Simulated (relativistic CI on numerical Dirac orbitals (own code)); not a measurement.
**Level scheme of Se32+**

Method of calculation: Dirac-Coulomb-Breit CI, separate exchange-only KLI orbitals for each configuration, a model potential for QED, unscaled Slater integrals (own radial code, finite nucleus).

CI space: 1s2, 1s 2s, 1s 2p, 1s 3s, 1s 3p, 1s 3d, 1s 4s, 1s 4p, 1s 4d, 1s 4f, 1s 5s, 1s 5p, 1s 5d, 1s 5f, 1s 5g, 1s 6s, 1s 6p, 1s 6d. Levels of other configurations are missing.

| No. | Configuration | Term | J | E (eV) | % | Landé g | Lifetime (s) |
| --- | --- | --- | --- | --- | --- | --- | --- |
| 1 | 1s2 | 1S | 0 | 0.0 | 100 |  |  |
| 2 | 1s 2s | 3S | 1 | 11534.0 | 100 | 1.977 | 3.20e-10 |
| 3 | 1s 2p | 3P° | 0 | 11575.0 | 100 |  | 1.75e-09 |
| 4 | 1s 2p | 3P° | 1 | 11577.8 | 82 | 1.386 | 3.57e-15 |
| 5 | 1s 2s | 1S | 0 | 11578.0 | 100 |  |  |
| 6 | 1s 2p | 3P° | 2 | 11627.8 | 100 | 1.485 | 1.54e-11 |
| 7 | 1s 2p | 1P° | 1 | 11650.6 | 82 | 1.090 | 8.04e-16 |
| 8 | 1s 3s | 3S | 1 | 13678.6 | 100 | 1.979 | 1.09e-13 |
| 9 | 1s 3p | 3P° | 0 | 13689.9 | 100 |  | 3.63e-14 |
| 10 | 1s 3s | 1S | 0 | 13690.3 | 100 |  | 1.11e-13 |
| 11 | 1s 3p | 3P° | 1 | 13690.7 | 81 | 1.385 | 9.41e-15 |
| 12 | 1s 3p | 3P° | 2 | 13705.6 | 100 | 1.488 | 3.84e-14 |
| 13 | 1s 3d | 3D | 2 | 13711.2 | 63 | 1.091 | 1.26e-14 |
| 14 | 1s 3d | 3D | 1 | 13711.4 | 100 | 0.505 | 1.27e-14 |
| 15 | 1s 3p | 1P° | 1 | 13711.9 | 81 | 1.099 | 2.72e-15 |
| 16 | 1s 3d | 3D | 3 | 13716.4 | 100 | 1.324 | 1.29e-14 |
| 17 | 1s 3d | 1D | 2 | 13716.9 | 63 | 1.066 | 1.29e-14 |
| 18 | 1s 4s | 3S | 1 | 14421.8 | 100 | 1.980 | 1.61e-13 |
| 19 | 1s 4p | 3P° | 0 | 14426.4 | 100 |  | 6.22e-14 |
| 20 | 1s 4s | 1S | 0 | 14426.6 | 100 |  | 1.56e-13 |
| 21 | 1s 4p | 3P° | 1 | 14426.7 | 81 | 1.385 | 2.05e-14 |
| 22 | 1s 4p | 3P° | 2 | 14433.0 | 100 | 1.489 | 6.53e-14 |
| 23 | 1s 4d | 3D | 2 | 14435.3 | 63 | 1.094 | 2.92e-14 |
| 24 | 1s 4d | 3D | 1 | 14435.4 | 100 | 0.507 | 2.94e-14 |
| 25 | 1s 4p | 1P° | 1 | 14435.6 | 81 | 1.102 | 6.37e-15 |
| 26 | 1s 4d | 3D | 3 | 14437.5 | 100 | 1.326 | 3.01e-14 |
| 27 | 1s 4f | 3F° | 3 | 14437.7 | 57 | 1.039 | 6.04e-14 |
| 28 | 1s 4f | 3F° | 2 | 14437.8 | 100 | 0.671 | 6.04e-14 |
| 29 | 1s 4d | 1D | 2 | 14437.8 | 63 | 1.066 | 2.99e-14 |
| 30 | 1s 4f | 3F° | 4 | 14438.8 | 100 | 1.244 | 6.08e-14 |

Energies count from the lowest computed level; ° marks odd parity; lifetimes are radiative, by E1, M1, E2, M2 decay to levels of this space only; some are left blank where a channel outside the calculation adds to the decay or the decay crosses a small, uncertain gap.

The mean weight of the leading LS term, summed over parents, in these 30 levels is 90 %, and that of the leading jj configuration (from the same eigenvectors) 99 %.

At this charge energies of transitions that change n are usually good to better than 1 %, and those within a shell (Δn = 0) to a few per cent.

LS names give the leading component of a level, which can be under half, so a name can repeat, a term be missing and a line seem to break the LS rules.
